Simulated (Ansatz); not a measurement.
The cluster BeF₃⁻, relaxed as a triplet with UKS r2SCAN-D4/def2-TZVPD in Ansatz, starting from the r2SCAN-D4/def2-TZVPD geometry of the charge -1 singlet. Force threshold 0.02 eV/Å.

The highest occupied level of the charge -1 triplet lies above zero (up to 1.81 eV). The electron is either unbound and held by the finite basis, or the level is raised by self-interaction error. In the triplet, F2 and F3 lie 1.96 Å apart (atoms count from 1), so these atoms are partly bonded to each other. At r2SCAN-D4/def2-TZVPD a singlet of charge -1 lies 6.42 eV below the triplet, each at its own geometry. The structure comes from a short search, and lower isomers may exist.

Start:

```xyz
4

Be    0.000    0.000    0.000
F     0.570   -1.361   -0.068
F    -0.120    0.686    1.303
F    -0.450    0.675   -1.234
```

```json
{"step": "1", "energy (eV)": "-8553.2725", "largest force component (eV/Å)": "0.041", "SCF passes": "44"}
{"step": "2", "energy (eV)": "-8553.2726", "largest force component (eV/Å)": "0.024", "SCF passes": "25"}
{"step": "3", "energy (eV)": "-8553.2740", "largest force component (eV/Å)": "0.125", "SCF passes": "34"}
{"step": "4", "energy (eV)": "-8553.3617", "largest force component (eV/Å)": "0.909", "SCF passes": "32"}
{"step": "5", "energy (eV)": "-8553.6171", "largest force component (eV/Å)": "0.779", "SCF passes": "29"}
{"step": "6", "energy (eV)": "-8553.6510", "largest force component (eV/Å)": "0.692", "SCF passes": "39"}
{"step": "7", "energy (eV)": "-8553.6841", "largest force component (eV/Å)": "0.137", "SCF passes": "34"}
{"step": "8", "energy (eV)": "-8553.6860", "largest force component (eV/Å)": "0.002", "SCF passes": "27"}
{"step": "9", "energy (eV)": "-8553.6860", "largest force component (eV/Å)": "0.002", "SCF passes": "19"}
{"step": "10", "energy (eV)": "-8553.6860", "largest force component (eV/Å)": "0.003", "SCF passes": "20"}
{"step": "11", "energy (eV)": "-8553.6860", "largest force component (eV/Å)": "0.004", "SCF passes": "21"}
{"step": "12", "energy (eV)": "-8553.6860", "largest force component (eV/Å)": "0.006", "SCF passes": "27"}
{"step": "13", "energy (eV)": "-8553.6861", "largest force component (eV/Å)": "0.009", "SCF passes": "32"}
{"step": "14", "energy (eV)": "-8553.6865", "largest force component (eV/Å)": "0.020", "SCF passes": "34"}
{"step": "15", "energy (eV)": "-8553.6878", "largest force component (eV/Å)": "0.040", "SCF passes": "35"}
{"step": "16", "energy (eV)": "-8553.6930", "largest force component (eV/Å)": "0.069", "SCF passes": "35"}
{"step": "17", "energy (eV)": "-8553.6977", "largest force component (eV/Å)": "0.173", "SCF passes": "34"}
{"step": "18", "energy (eV)": "-8553.7610", "largest force component (eV/Å)": "0.888", "SCF passes": "45"}
{"step": "19 (rejected)", "energy (eV)": "-8553.5335", "largest force component (eV/Å)": "2.501", "SCF passes": "33"}
{"step": "20", "energy (eV)": "-8553.8651", "largest force component (eV/Å)": "0.342", "SCF passes": "36"}
{"step": "21 (rejected)", "energy (eV)": "-8553.8634", "largest force component (eV/Å)": "0.390", "SCF passes": "30"}
{"step": "22", "energy (eV)": "-8553.8829", "largest force component (eV/Å)": "0.074", "SCF passes": "30"}
{"step": "23", "energy (eV)": "-8553.8832", "largest force component (eV/Å)": "0.048", "SCF passes": "25"}
{"step": "24", "energy (eV)": "-8553.8833", "largest force component (eV/Å)": "0.004", "SCF passes": "26"}
```

Force components are those of the run's own axes.

End:

```xyz
4

Be    0.378    0.294   -0.250
F     0.359   -1.263    0.251
F    -0.175    0.309    1.288
F    -0.562    0.660   -1.289
```

By distances, no bond broke or formed. The bond that changes most is Be1–F2, from 1.48 to 1.63 Å (atoms count from 1). A close non-bonded pair moves further: F2–F3, from 2.56 to 1.96 Å.

The force fell under the threshold at step 8, but the optimiser went on and released 0.197 eV more. No frequencies were taken in this run, so the end may be a saddle point.

It took 36 s on 4 threads of Arm Neoverse V1 on a shared host.
